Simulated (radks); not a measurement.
Results of a calculation; reference values are marked as such.
Species: Re12+. Configuration: [Kr] 4d10 4f13 5s2 5p2.

Level of theory: Dirac Kohn-Sham, PBEsol, spin-unpolarised, spherical densities, point nucleus; open shells are shared between the two j in proportion to 2j + 1 (a radial shooting solver on a logarithmic mesh with Libxc functionals).

Energy parts (Ry):
total: -33333.7942
kinetic: 37713.5678
electron-nucleus: -82359.0887
Hartree: 11951.4130
exchange-correlation: -639.6864

Orbitals (lengths in bohr, moments of r in powers of bohr; r(90%) holds 90 % of the orbital's charge):
orbital      occ.  eigenvalue (Ry)  r(90%)
1s1/2           2        -5274.998  0.0329
2s1/2           2        -927.9554   0.118
2p1/2           2        -888.6616   0.104
2p3/2           4        -782.8750   0.115
3s1/2           2        -227.6597   0.290
3p1/2           2        -210.1327   0.281
3p3/2           4        -187.1491   0.302
3d3/2           4        -157.7339   0.275
3d5/2           6        -152.7418   0.281
4s1/2           2        -60.49452   0.631
4p1/2           2        -53.17380   0.644
4p3/2           4        -47.75853   0.691
4d3/2           4        -35.72505   0.730
4d5/2           6        -34.71419   0.746
4f5/2     5.57143        -19.44177   0.865
4f7/2     7.42857        -19.24012   0.874
5s1/2           2        -21.14602    1.34
5p1/2    0.666667        -18.62392    1.42
5p3/2     1.33333        -17.47481    1.50

The highest occupied level is 5p3/2 at -237.76 eV. Summed over all electrons, <r^2> = 14.59 bohr^2, which gives a Langevin (diamagnetic) susceptibility term of -11.6 x 10^-6 cm^3/mol.

Run on one thread of a shared host, so times are rough (Arm Neoverse V2): 0.15 s of CPU time, 0.15 s wall, 15 iterations on 2476 mesh points.
